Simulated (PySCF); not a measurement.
MSI across the fifth-period p block

Level: PBE0, basis family def2-TZVP, scalar-relativistic core potentials from Rb on and no relativity for lighter atoms.

Each entry is the lowest minimum that a search over a few typed start shapes (and spin states, where more than one is plausible) found, or that minimum re-optimised at the stated level; isomers with ligand–ligand bonds, or fragments after loss of a ligand pair, can lie lower. Open shells are unrestricted; no spin–orbit coupling; PySCF with density fitting.

| molecule | 2S+1 | point group | mean bond to the central atom (Å) | highest ω (cm⁻¹) | gap (eV) | lowest ω (cm⁻¹) | atomisation (kJ/mol) |
| --- | --- | --- | --- | --- | --- | --- | --- |
| InSI | 1 | C∞v | 2.395 | 487 | 4.23 | 77 | 580 |
| SbSI | 1 | Cs | 2.470 | 505 | 3.36 | 109 | 583 |
| ISI | 1 | Cs | 2.517 | 449 | 2.35 | 92 | 309 |

Left out of the table are members whose search was unfinished or whose lowest solution was spin-contaminated, unstable, very soft or bonded differently.
